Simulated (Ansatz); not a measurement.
Method: frozen-core CCSD(T)/def2-TZVPP // B3LYP-D3(BJ)/def2-TZVP (Ansatz, a first-principles code).

Ansatz 0.2 input:
```yaml
crystal:
  periodic: [false, false, false]
  atoms:
    - { symbol: I, position_ang: [-2.01557, -1.413834, -0.079758] }
    - { symbol: Al, position_ang: [-0.000024, 0.000005, 0.00006] }
    - { symbol: I, position_ang: [-0.215638, 2.453774, -0.00919] }
    - { symbol: I, position_ang: [2.231231, -1.039946, 0.088888] }
basis:
  gaussian: { orbitals: def2-TZVPP }
correlation:
  method: ccsd_t
```

Output:

```
Functional definition: HF
1696 factors; integrals over basis functions are off by at most 6.1e-4 eV
mean field evaluation 1: about -30804.9365 eV, gradient 1.6e1 eV
mean field evaluation 2: about -30805.0980 eV, gradient 1.7e1 eV
mean field evaluation 4: about -30806.2108 eV, gradient 2.1e0 eV
mean field evaluation 8: about -30806.2464 eV, gradient 1.3e-1 eV
mean field evaluation 16: about -30804.9365 eV, gradient 1.6e1 eV
mean field -30806.24650818 eV, -1132.1086779517 hartree, gradient 1.7e-6 eV, S^2 0.000000; 0 other end points of the search recorded, 0 dependent functions left out
17 core orbitals not correlated
reference -30806.24650818 eV, -1132.1086779517 hartree; 27, 27 occupied and 148, 148 virtual orbitals, 1696 factors
second order -42.18687152 eV of doubles, -0.00000000 eV of singles
cycle   1  -38.81203395 eV  change     3.4e0 eV  update   1.2e-1
cycle   2  -39.74910660 eV  change   -9.4e-1 eV  update   3.1e-2
cycle   3  -39.83924208 eV  change   -9.0e-2 eV  update   1.3e-2
cycle   4  -39.79601120 eV  change    4.3e-2 eV  update   3.4e-3
cycle   5  -39.79581652 eV  change    1.9e-4 eV  update   1.8e-3
cycle   6  -39.79730856 eV  change   -1.5e-3 eV  update   3.7e-4
cycle   7  -39.79684711 eV  change    4.6e-4 eV  update   1.4e-4
cycle   8  -39.79673440 eV  change    1.1e-4 eV  update   3.9e-5
cycle   9  -39.79678427 eV  change   -5.0e-5 eV  update   1.5e-5
perturbative correction -0.94819645 eV, -0.0348455770 hartree
Total energy: -30846.99148890 eV, -1133.6060283753 hartree
```

Cost: roughly 12 core-minutes.
